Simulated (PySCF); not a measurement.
C2H7ClFNSi, SMILES C([Si@@](F)(N)Cl)C. Heavy atoms are numbered as in [CH3:1][CH2:2][Si@:3]([NH2:4])([F:5])[Cl:6]. Hydrogens are named by the atom that carries them.

Geometry optimised at PBE-D3(BJ)/def2-SVP. The structure was generated by enumeration; whether it is a known compound was not checked. Other conformers were not sampled.

All values below come from HF/def2-TZVP run with PySCF.

Atomic charges (e), one atom of each kind:

| atom | meta-Löwdin | Löwdin |
|---|---|---|
| C1 (CH3) | -0.26 | -0.31 |
| C2 (CH2) | -0.45 | -0.38 |
| Si3 | 1.43 | -0.11 |
| N4 (NH2) | -0.77 | -0.27 |
| F5 | -0.57 | -0.08 |
| Cl6 | -0.35 | 0.19 |
| H on C1 | 0.09 | 0.12 |
| H on C2 | 0.10 | 0.14 |
| H on N4 | 0.24 | 0.17 |

Computed Mayer and Wiberg (Löwdin basis) orders of the bonds:
```json
[
 {"bond": "C1–C2", "Mayer": "0.95", "Wiberg": "1.30"},
 {"bond": "C2–Si3", "Mayer": "1.03", "Wiberg": "1.09"},
 {"bond": "Si3–N4", "Mayer": "1.13", "Wiberg": "1.50"},
 {"bond": "Si3–F5", "Mayer": "0.95", "Wiberg": "1.55"},
 {"bond": "Si3–Cl6", "Mayer": "1.04", "Wiberg": "1.70"}
]
```
